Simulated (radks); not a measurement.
Fractional charge and spin in the 1s shell of beryllium: the spin-up occupation runs from 0 to 1 and the spin-down occupation from 0 to 1; the fullest corner is Be2+, 1s(up 1, down 1). All-electron calculation, non-relativistic Kohn-Sham, PBEsol, spin-polarised, spherical densities, point nucleus. Program: a radial shooting solver on a logarithmic mesh with Libxc functionals. Energy (eV) above the fullest corner. The planes named below are the two flat planes that join the four corners, with an edge along up + down = one added electron.

\begin{tabular}{lrrrrr}
down \ up & 0 & 0.25 & 0.5 & 0.75 & 1 \\ \hline
0 & 368.266 & 310.472 & 254.709 & 201.965 & 152.473 \\
0.25 & 310.472 & 256.859 & 205.241 & 156.548 & 110.999 \\
0.5 & 254.709 & 205.241 & 157.710 & 113.003 & 71.325 \\
0.75 & 201.965 & 156.548 & 113.003 & 72.176 & 34.264 \\
1 & 152.473 & 110.999 & 71.325 & 34.264 & 0.000 \\
\end{tabular}

Corners above the fullest one (they belong to Be3+ and the next ion): (up 1, down 0) 152.47 eV, (up 0, down 1) 152.47 eV, (up 0, down 0) 368.27 eV. With half an added electron in each spin the energy lies 5.237 eV from the planes (fractional-spin error, the static-correlation error of a stretched bond), and with half an added electron in spin up alone -5.660 eV (fractional-charge error). For a frontier s shell over closed shells the exact functional lies on the planes.
